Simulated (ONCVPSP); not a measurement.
**An all-electron radial function and its pseudo partner (La)**

Columns: radius, all-electron u(r) and pseudo u(r) of the 5s shell (level -40.03 eV) of lanthanum in the configuration [Kr] 4d10 5s2 5p6 5d1 6s1 6p1; PBE, scalar-relativistic, ONCV scheme, ONCVPSP 4.0.1.

| r (bohr) | all-electron | pseudo |
| --- | --- | --- |
| 0.163 | 0.2387 | 0.1620 |
| 0.325 | -0.0092 | 0.3168 |
| 0.488 | -0.5036 | 0.4599 |
| 0.650 | -0.3391 | 0.5841 |
| 0.813 | 0.1179 | 0.6857 |
| 0.975 | 0.5362 | 0.7596 |
| 1.138 | 0.8088 | 0.8046 |
| 1.300 | 0.9340 | 0.8194 |
| 1.463 | 0.9503 | 0.8058 |
| 1.625 | 0.8965 | 0.7674 |
| 1.788 | 0.8041 | 0.7086 |
| 1.950 | 0.6970 | 0.6360 |
| 2.113 | 0.5884 | 0.5550 |
| 2.275 | 0.4879 | 0.4726 |
| 2.438 | 0.3982 | 0.3928 |
| 2.600 | 0.3218 | 0.3205 |
| 2.763 | 0.2573 | 0.2572 |
| 2.925 | 0.2046 | 0.2046 |
| 3.088 | 0.1616 | 0.1615 |
| 3.250 | 0.1272 | 0.1272 |
| 3.413 | 0.0996 | 0.0996 |
| 3.575 | 0.0779 | 0.0778 |
| 3.738 | 0.0606 | 0.0606 |
| 3.900 | 0.0472 | 0.0472 |
| 4.063 | 0.0366 | 0.0366 |
| 4.225 | 0.0284 | 0.0284 |

(1) How many radial nodes do the two functions have?

(2) At about which radius was the pseudo-wave matched?

(3) Is the pseudo-wave norm-conserving?

Answers

(1) The all-electron 5s function has n − l − 1 = 4 (the table is too coarse to show those close to the nucleus); the pseudo-wave has 0, since the states of the same l below it are removed with the core.

(2) 2.95 bohr. The columns agree to 0.0005 from 2.76 bohr on; several derivatives are matched, so the curves merge somewhat inside the radius.

(3) Yes: the ONCV scheme keeps the norm inside the radius equal to the all-electron one, which fixes the energy derivative of the logarithmic derivative at the level.
